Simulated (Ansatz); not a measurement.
Consider the formal exchange of groups at the Al–Sn bond: `[OH][SnH2][AlH2]` + `C=C[SiH3]` → `C=C[SiH2][AlH2]` + `[OH][SnH3]`.

Computed with Ansatz on PBE0-D4/def2-TZVP structures; ΔE is electronic, products minus reactants. CCSD(T)/CBS adds triple-zeta CCSD(T) − MP2 to the extrapolated MP2 energy (def2 sets, frozen cores). DFT in def2-TZVPP. def2 core potentials past Kr. For Sn outer-core shells are correlated without core-valence functions, which leaves a few kJ/mol of doubt a bond. One conformer a species, not always the lowest.

CCSD(T)/CBS gives +10.4 kcal/mol.

(1) Another level gave +10.4 kcal/mol. Which?
A. PBE-QIDH/def2-TZVPP
B. LDA (SPW92)/def2-TZVPP
C. BLYP/def2-TZVPP
D. B97M-V/def2-TZVPP

(2) What do rigid-rotor, harmonic-oscillator terms from PBE0-D4/def2-TZVP frequencies (298.15 K, 1 bar) make of the CCSD(T)/CBS value? (Best estimate.)

Largest T1 diagnostic among the species: 0.014.

Answers

(1) C. BLYP 10.4, PBE-QIDH 9.3, LDA (SPW92) 8.2, B97M-V 6.7 kcal/mol.

(2) Computed: ΔZPE = -0.8 kcal/mol, ΔH = +9.6 kcal/mol, ΔS = 2 J/(mol·K), ΔG = +9.5 kcal/mol. Modes under 50 cm⁻¹ make the entropy rough.

At CCSD(T), def2-SVP lies −1.6 kcal/mol from the extrapolated value and def2-TZVPP −1.3 kcal/mol. Leaving LDA and LC-ωPBE aside and taking each functional with its dispersion term where it has one, the values, not all of them listed here, spread over 3.6 kcal/mol, from B97M-V to B2PLYP.
